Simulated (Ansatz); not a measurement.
Ansatz (a program for electronic structure) input (CCSD(T)/aug-cc-pVDZ):

Ansatz 0.2 input:
```yaml
crystal:
  periodic: [false, false, false]
  atoms:
    - {symbol: C, position_ang: [-1.91612097, -0.12057085, 0.27356055]}
    - {symbol: C, position_ang: [-0.53692026, -0.57462926, -0.15388333]}
    - {symbol: N, position_ang: [0.49803126, 0.49664831, 0.12723861]}
    - {symbol: C, position_ang: [1.89870170, 0.13126988, -0.26604588]}
    - {symbol: H, position_ang: [-2.23746010, 0.76926208, -0.27071531]}
    - {symbol: H, position_ang: [-2.63169911, -0.91313123, 0.05708119]}
    - {symbol: H, position_ang: [-1.96339703, 0.08041657, 1.34531925]}
    - {symbol: H, position_ang: [-0.20646674, -1.46146720, 0.38484641]}
    - {symbol: H, position_ang: [-0.47905113, -0.77633826, -1.22246904]}
    - {symbol: H, position_ang: [0.47158455, 0.72165907, 1.12453234]}
    - {symbol: H, position_ang: [2.56093868, 0.95904083, -0.02551166]}
    - {symbol: H, position_ang: [1.91518007, -0.06759052, -1.33409938]}
    - {symbol: H, position_ang: [2.18992248, -0.75814354, 0.28594099]}
    - {symbol: H, position_ang: [0.22026673, 1.35333539, -0.35738306]}
basis:
  gaussian:
    orbitals: aug-cc-pVDZ
total_charge: 1
magnetization: {spin_polarized: false}
correlation: {method: ccsd_t, electrons: outside_noble_gas}
```

End of the output:

```
integrals: 0.75 GiB planned
1780 factors; integrals over basis functions are off by at most 6.9e-4 eV
mean field: 0.82 GiB planned
mean field evaluation 1: about -4720.2013 eV, gradient 4.8e1 eV
mean field evaluation 2: about -4720.2131 eV, gradient 4.8e1 eV
mean field evaluation 4: about -4726.0310 eV, gradient 3.8e0 eV
mean field evaluation 8: about -4726.0840 eV, gradient 1.6e-4 eV
mean field evaluation 16: about -4726.0703 eV, gradient 2.0e-1 eV
mean field -4726.08403481 eV, -173.6803848245 hartree, gradient 1.4e-6 eV, S^2 0.000000; 0 other end points of the search recorded, 0 dependent functions left out
4 core orbitals not correlated
reference -4726.08403481 eV, -173.6803848245 hartree; 13, 13 occupied and 165, 165 virtual orbitals, 1780 factors
second order -17.09229073 eV of doubles, -0.00000000 eV of singles
coupled cluster: 1.69 GiB planned
cycle   1  -18.16110788 eV  change    -1.1e0 eV  update   7.9e-2
cycle   2  -18.63799421 eV  change   -4.8e-1 eV  update   2.3e-2
cycle   3  -18.69532599 eV  change   -5.7e-2 eV  update   7.4e-3
cycle   4  -18.69628101 eV  change   -9.6e-4 eV  update   1.9e-3
cycle   5  -18.69708833 eV  change   -8.1e-4 eV  update   5.3e-4
cycle   6  -18.69718587 eV  change   -9.8e-5 eV  update   1.4e-4
cycle   7  -18.69718156 eV  change    4.3e-6 eV  update   3.8e-5
cycle   8  -18.69719128 eV  change   -9.7e-6 eV  update   1.1e-5
perturbative correction -0.55959044 eV, -0.0205645693 hartree
Total energy: -4745.34081653 eV, -174.3880585001 hartree
```

It need not be the lowest isomer of its formula.
